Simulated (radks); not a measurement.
Q: All-electron atom: B3+ in 1s1.75 2p0.25 (fractional occupations, a model configuration). Method: Dirac Kohn-Sham, BLYP, spin-unpolarised, spherical densities, point nucleus; open shells are shared between the two j in proportion to 2j + 1; computed with a radial shooting solver on a logarithmic mesh with Libxc functionals. Some entries of the table are withheld. Estimate them.

orbital,occ.,eigenvalue (hartree),<1/r> (bohr^-1),<r^2> (bohr^2)
1s1/2,1.75,-8.92528,4.749,0.1394
2p1/2,0.0833333,(1),0.9335,(2)
2p3/2,0.166667,(3),0.9330,(4)

A: 
(1) 2p1/2 eigenvalue (hartree): -1.49647
(2) 2p1/2 <r^2> (bohr^2): 2.237
(3) 2p3/2 eigenvalue (hartree): -1.49607
(4) 2p3/2 <r^2> (bohr^2): 2.239
